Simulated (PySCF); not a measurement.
**Bi (bismuth, neutral) across methods**

[Xe] 4f14 5d10 6s1 6p4, high-spin 4P determinant (an excited configuration). Computed with PySCF 2.14 in x2c-QZVPPall, with the spin-free X2C one-electron Hamiltonian (Gaussian nucleus).

```json
{"method": "r2SCAN", "E (hartree)": "-21535.28", "mean ε 6s α (eV)": "-16.964", "mean ε 6p α (eV)": "-6.352", "mean ε 6p β (eV)": "-4.342", "Σ⟨r²⟩ (bohr²)": "77.18", "⟨S²⟩": "3.769"}
{"method": "PBE", "E (hartree)": "-21535.33", "mean ε 6s α (eV)": "-16.073", "mean ε 6p α (eV)": "-5.912", "mean ε 6p β (eV)": "-4.343", "Σ⟨r²⟩ (bohr²)": "77.55", "⟨S²⟩": "3.757"}
{"method": "UHF", "E (hartree)": "-21529.13807", "mean ε 6s α (eV)": "-23.053", "mean ε 6p α (eV)": "-9.825", "mean ε 6p β (eV)": "-5.606", "Σ⟨r²⟩ (bohr²)": "79.24", "⟨S²⟩": "3.802"}
{"method": "LDA", "E (hartree)": "-21522.47", "mean ε 6s α (eV)": "-16.273", "mean ε 6p α (eV)": "-6.011", "mean ε 6p β (eV)": "-4.525", "Σ⟨r²⟩ (bohr²)": "77.30", "⟨S²⟩": "3.755"}
```

Task: Estimate the same row for PBE0.

Result: E (hartree) = -21535.04; mean ε 6s α (eV) = -17.978; mean ε 6p α (eV) = -7.001; mean ε 6p β (eV) = -4.942; Σ⟨r²⟩ (bohr²) = 77.30; ⟨S²⟩ = 3.760.

Spin-orbit coupling is strong in this species (close to jj coupling), so the high-spin LS determinant is a model state, not a physical level.
